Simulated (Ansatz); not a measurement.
Program: Ansatz. Geometries: PBE0-D4/def2-TZVP. ΔE: electronic, gas phase. CBS: MP2 limit from def2 TZ/QZ plus the TZ coupled-cluster correction, frozen cores. DFT in def2-TZVPP. B3LYP here is the variant with VWN-RPA as its local correlation; programs differ in this. Each species was taken in one conformer, which may not be the lowest.

Consider the redistribution: `NBC1N[SiH2]1` + `N=C[SiH3]` → `N=CBN` + `[SiH3]C1N[SiH2]1`.

```csv
level,ΔE (kJ/mol),difference from CCSD(T)/CBS
PBE-D4,-5.7,1.1
r2SCAN-D4,-5.6,1.2
PBE0-D4,-5.8,1.0
B3LYP-D4,-6.1,0.7
ωB97X-V,-6.0,0.8
ωB97M-V,-5.8,1.0
B2PLYP,-5.8,1.0
PBE,-4.6,2.2
r2SCAN,-5.5,1.3
PBE0,-5.0,1.8
B3LYP,-4.3,2.5
HF/def2-TZVPP,-5.0,1.8
MP2/def2-TZVPP,-7.1,-0.3
SCS-MP2/def2-TZVPP,-7.2,-0.4
CCSD/def2-TZVPP,-6.5,0.3
CCSD(T)/def2-TZVPP,-6.9,-0.1
HF/def2-QZVPP,-4.8,2.0
MP2/def2-QZVPP,-7.0,-0.2
SCS-MP2/def2-QZVPP,-7.1,-0.3
HF/CBS(def2),-4.8,2.0
MP2/CBS(def2),-7.0,-0.2
CCSD/CBS(def2),-6.4,0.4
CCSD(T)/CBS,-6.8,0
```

Largest T1 diagnostic among the species: 0.013.
